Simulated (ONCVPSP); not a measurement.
# zirconium: excitation energies, all-electron against ONCV

zirconium (Zr), optimised norm-conserving Vanderbilt (ONCV), made with ONCVPSP 4.0.1 (PBEsol, scalar-relativistic). Core [Ar] 3d10, reference 4s2 4p6 4d2 5s2. Waves: 4s+5s: rc 2.00 bohr, ncon 3, nbas 6, qcut 7.1 1/bohr, 2 projectors; 4p: rc 2.25 bohr, ncon 4, nbas 8, qcut 6.4 1/bohr, 2 projectors, debl 2.7 Ha; 4d: rc 2.75 bohr, ncon 3, nbas 8, qcut 5.9 1/bohr, 1 projector. Local part: polynomial inside 1.80 bohr (lpopt 5, dvloc0 4 Ha). Core correction: Teter function, fcfact 4.25, rcfact 1.5.

Energies are relative to the spin-unpolarised reference configuration 4s2 4p6 4d2 5s2; without spin polarisation the order of configurations can differ from experiment.

```csv
valence configuration,charge,ΔE all-electron (eV),error AE − PS (meV)
4s2 4p6 4d2 5s0,+2,20.081,-7.1
4s2 4p6 4d1 5s0,+3,42.666,+8.3
```

Task: What are ΔE and the potential's error for 4s2 4p6 4d2 5s1?

Result: ΔE = 7.171 eV all-electron; the error (AE − PS) is -1.4 meV.

Task: What are ΔE and the potential's error for 4s2 4p6 4d3 5s0?

Result: ΔE = 7.547 eV all-electron; the error (AE − PS) is +6.4 meV.

Levels in the configuration 4s2 4p6 4d1 5s0:

```json
{"level": "4s", "all-electron (eV)": "-81.501", "pseudo (eV)": "-81.474"}
{"level": "4p", "all-electron (eV)": "-59.140", "pseudo (eV)": "-59.117"}
{"level": "4d", "all-electron (eV)": "-28.155", "pseudo (eV)": "-28.092"}
```
